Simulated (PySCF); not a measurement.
# Working out the ionisation energy of Te

Te [Kr] 4d10 5s2 5p4 (3P) → Te⁺ [Kr] 4d10 5s2 5p3 (4S). All numbers are calculated (PySCF 2.14, no relativity, point nucleus, in dyall-av2z (22s16p12d, 130 functions)). Frozen: [Kr] 4d10; the 62 highest virtual orbitals dropped. Energies in hartree (1 hartree = 27.21139 eV):

```json
{"part": "UHF", "Te (lower)": "-6611.779722", "Te⁺ (upper)": "-6611.493867"}
{"part": "MP2 opposite-spin", "Te (lower)": "-0.051744", "Te⁺ (upper)": "-0.039574"}
{"part": "MP2 same-spin", "Te (lower)": "-0.016697", "Te⁺ (upper)": "-0.014129"}
```

Question: What does Hartree-Fock give?

Answer: (-6611.493867) − (-6611.779722) = 0.285855 hartree = 7.779 eV.

Question: What do MP2 and SCS-MP2 (6/5 opposite-spin, 1/3 same-spin) give?

Answer: The opposite-spin parts differ by 0.331 eV and the same-spin parts by 0.070 eV. MP2: 7.779 + (0.331) + (0.070) = 8.180 eV. SCS-MP2: 7.779 + 1.2 × (0.331) + (0.070)/3 = 8.200 eV.

Measured between the centres of the two terms (NIST): 8.749 eV, so MP2 (valence) is off by -0.569 eV.

The calculation is non-relativistic.

A double-zeta basis recovers only part of the correlation energy.

What remains against the reference includes basis incompleteness, the frozen core and correlation beyond second order.
